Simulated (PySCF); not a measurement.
Compound: C2H9B2F3N2.
Geometry (PBE0-D3(BJ)/def2-SVP, Å), atoms numbered from 1 in this order:
```xyz
18
C2H9B2F3N2 angstrom
F     -3.605    0.269   -0.191
C     -2.469   -0.049    0.432
F     -2.347    0.738    1.497
F     -2.587   -1.310    0.880
C     -1.300    0.065   -0.518
N     -0.056   -0.362    0.091
B      1.249   -0.385   -0.841
N      2.106    0.448    0.205
B      0.763    0.637    1.044
H     -1.212    1.109   -0.844
H     -1.539   -0.551   -1.399
H     -0.201   -1.270    0.530
H      1.668   -1.516   -1.016
H      1.049    0.251   -1.860
H      2.836   -0.078    0.677
H      2.514    1.306   -0.154
H      0.338    1.771    0.936
H      0.852    0.224    2.185
```

Method used: TDDFT CAM-B3LYP/def2-SVPD, vertical, gas phase, core orbitals frozen in the response in PySCF 2.14.0, density-fitted response routines.

Transition dipole moments from the ground state, in atomic units and in the frame of the coordinates above (overall signs are arbitrary), for the states with f of 0.002 or more among the lowest 9:

| state | E (eV) | μx | μy | μz |
| --- | --- | --- | --- | --- |
| S2 | 7.715 | -0.141 | 0.397 | -0.249 |
| S3 | 7.879 | -0.018 | -0.130 | -0.159 |
| S5 | 8.302 | 0.128 | -0.203 | 0.149 |
| S6 | 8.627 | 0.090 | 0.077 | 0.082 |
| S7 | 8.704 | -0.047 | 0.092 | 0.097 |
| S8 | 8.839 | 0.147 | -0.174 | -0.041 |
| S9 | 8.957 | 0.120 | 0.182 | 0.215 |

Question: Work out the oscillator strengths.

Answer: f = (2/3) ΔE |μ|² with ΔE in hartree (27.2114 eV).

```csv
state,|μ|² (au),|μ| (D),f
S2,0.239,1.24,0.045
S3,0.042,0.52,0.008
S5,0.080,0.72,0.016
S6,0.021,0.37,0.004
S7,0.020,0.36,0.004
S8,0.053,0.59,0.012
S9,0.094,0.78,0.021
```

Question: Which bond between heavy atoms lies closest to the direction of the S2 transition dipole?

Answer: C2–F4, at 25° from it; next C5–N6 at 46°.

Question: What angle do the transition dipoles of S8 and S9 make?

Answer: |cos θ| = |μa·μb| / (|μa| |μb|) = 0.32, so θ ≈ 71° (taken between 0 and 90°, since the signs are arbitrary).

Question: How is the summed strength of these states shared among x, y and z?

Answer: (2/3) Σ ΔE μα² gives 0.017 for x, 0.058 for y and 0.035 for z, 0.111 in all.

The vertical ionisation energy (ΔSCF) is 10.46 eV, 1.51 eV above S9.

One conformer stands for the species.

Without π bonds the low states may be Rydberg-like; a valence basis with one diffuse set may place them up to an eV too high.
